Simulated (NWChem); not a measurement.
Program: NWChem. System: HGa, charge 0, spin multiplicity 1, at a geometry optimised with B3LYP/def2-SVP. The structure started from a generated list of species. Level: CCSD linear response/def2-SVPD, 9 core orbitals frozen.

NWChem printed:

```
             Northwest Computational Chemistry Package (NWChem) 7.3.0
             --------------------------------------------------------

                                NWChem Input Module
                                -------------------

 Scaling coordinates for geometry "geometry" by  1.889725989
 (inverse scale =  0.529177249)

 Turning off AUTOSYM since
 SYMMETRY directive was detected!

                             Geometry "geometry" -> ""
                             -------------------------

 Output coordinates in angstroms (scale by  1.889725989 to convert to a.u.)

  No.       Tag          Charge          X              Y              Z
 ---- ---------------- ---------- -------------- -------------- --------------
    1 Ga                  31.0000     0.00000000     0.00000000     0.05285800
    2 H                    1.0000     0.00000000     0.00000000    -1.63858500

 Effective nuclear repulsion energy (a.u.)       9.6985205644

            Nuclear Dipole moment (a.u.)
            ----------------------------
        X                 Y               Z
 ---------------- ---------------- ----------------
     0.0000000000     0.0000000000     0.0000245664

      Symmetry information
      --------------------

 Group name             C2v
 Group number             16
 Group order               4
 No. of unique centers     2

      Symmetry unique atoms

     1    2


 Summary of "ao basis" -> "" (spherical)
 ------------------------------------------------------------------------------
       Tag                 Description            Shells   Functions and Types
 ---------------- ------------------------------  ------  ---------------------
 *                         def2-svpd                  on all atoms

 Summary of "ao basis" -> "ao basis" (spherical)
 ------------------------------------------------------------------------------
       Tag                 Description            Shells   Functions and Types
 ---------------- ------------------------------  ------  ---------------------
 Ga                        def2-svpd                14       38   6s4p4d
 H                         def2-svpd                 4        8   2s2p

                                 NWChem SCF Module
                                 -----------------

  ao basis        = "ao basis"
  functions       =    46
  atoms           =     2
  closed shells   =    16
  open shells     =     0
  charge          =   0.00
[...]
   11          0.0002056456005     0.7     0.7
   12          0.0000772049123     0.7     0.7
   13          0.0000364259468     0.7     0.7
   14          0.0000157650466     0.7     0.7
   15          0.0000077435466     0.7     0.7
   16          0.0000016266979     0.7     0.7
   17          0.0000007833849     0.7     0.7
 ---------------------------------------------
 Iterations converged

 Z   axis ( a1  symmetry)

 Frequency =       0.0773000 / au

 CCSD-LR iterations
 ---------------------------------------------
 Iter          Residuum            Cpu    Wall
 ---------------------------------------------
    1          0.9416628946646     0.7     0.7
    2          1.2449790022647     0.8     0.8
    3          0.9435017554134     0.7     0.7
    4          0.6942835708247     0.7     0.7
    5          0.5011413943184     0.7     0.7
    6          0.0938752936694     0.8     0.8
    7          0.0545659516345     0.8     0.8
    8          0.0381127323677     0.8     0.8
    9          0.0277948768699     0.8     0.8
   10          0.0203594067227     0.8     0.8
   11          0.0024577490011     0.8     0.8
   12          0.0015067563987     0.8     0.8
   13          0.0010200448638     0.8     0.8
   14          0.0007172829095     0.8     0.8
   15          0.0005017639975     0.8     0.8
   16          0.0001228419327     0.9     0.9
   17          0.0000785947205     0.8     0.8
   18          0.0000544928554     0.8     0.8
   19          0.0000402418866     0.7     0.7
   20          0.0000295428632     0.7     0.7
   21          0.0000045507484     0.7     0.7
   22          0.0000024453363     0.7     0.7
   23          0.0000015063123     0.7     0.7
   24          0.0000010306043     0.8     0.8
   25          0.0000007065316     0.8     0.8
 ---------------------------------------------
 Iterations converged

 Frequency =      -0.0773000 / au

 CCSD-LR iterations
 ---------------------------------------------
 Iter          Residuum            Cpu    Wall
 ---------------------------------------------
    1          0.9416628946646     0.8     0.8
    2          1.5608107913701     0.8     0.8
    3          0.3426206971257     0.7     0.7
    4          0.2294219009253     0.7     0.7
    5          0.0658276902424     0.7     0.7
    6          0.0211476390978     0.8     0.8
    7          0.0079110548387     0.7     0.7
    8          0.0030791466297     0.7     0.7
    9          0.0015328799644     0.8     0.8
   10          0.0006695151818     0.7     0.7
   11          0.0001305844635     0.7     0.7
   12          0.0000541532139     0.8     0.8
   13          0.0000235386481     0.8     0.8
   14          0.0000109086642     0.7     0.7
   15          0.0000052446594     0.7     0.7
   16          0.0000012277010     0.7     0.7
   17          0.0000004503629     0.7     0.7
 ---------------------------------------------
 Iterations converged

 CCSD-LR dipole moments / hartree & Debye
 --------------------------------
 X      -0.0000000     -0.0000000
 Y      -0.0000000     -0.0000000
 Z      -0.1375086     -0.3495146
 --------------------------------

 CCSD Linear Response polarizability / au
 Frequency  =       0.0773000 / au
 Wavelength =     589.4353558 / nm
 -------------------------------------------------------|-----------------------------------------------
                     atomic units (bohr^3)              |                   angstroms^3
                  X              Y              Z       |             X              Y              Z
 -------------------------------------------------------|-----------------------------------------------
 X           46.3008072     -0.0000000     -0.0000000   |      6.8610732     -0.0000000     -0.0000000
 Y           -0.0000000     46.3008072     -0.0000000   |     -0.0000000      6.8610732     -0.0000000
 Z           -0.0000000     -0.0000000     54.2390842   |     -0.0000000     -0.0000000      8.0374048
 -------------------------------------------------------|-----------------------------------------------
 Eigs =      46.3008072     46.3008072     54.2390842   |      6.8610732      6.8610732      8.0374048
 Isotropic   =              48.9468995                  |                     7.2531837
 Anisotropic =               7.9382770                  |                     1.1763315
 -------------------------------------------------------|-----------------------------------------------

 Task  times  cpu:      152.5s     wall:      152.5s

 Total times  cpu:      152.5s     wall:      152.5s
```

### Question
Write an NWChem input that would produce this output.

### Answer
Several could match; the one computed here: 
```
start mol
memory heap 100 mb stack 700 mb global 1900 mb
geometry units angstroms nocenter noautoz
  Ga     0.000000     0.000000     0.052858
  H      0.000000     0.000000    -1.638585
  symmetry group C2v
end
basis spherical
  * library def2-svpd
end
scf
  rhf
  nopen 0
  maxiter 100
  thresh 1e-7
  semidirect memsize 60000000 filesize 0
end
tce
  freeze core 9
  ccsd
  thresh 1e-6
  tilesize 24
end
set tce:lineresp T
set tce:afreq 0.0773
set tce:respaxis T T T
task tce energy
```
